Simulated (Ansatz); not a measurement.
Question: Name a neutral molecule of B, C, F, N, Si and H with HOMO energy (ωB97M-V/def2-TZVPP) between -10.35 and -10.05 eV and HOMO–LUMO gap (PBE0/def2-TZVPP) between 6.40 and 6.70 eV (Ansatz, PBE0-D4/def2-TZVP geometry).

Answer: `C=NB(F)[SiH3]` (-10.23 eV, 6.42 eV). Other molecules can fit too; these were computed, each in one conformer that needn't be the lowest.
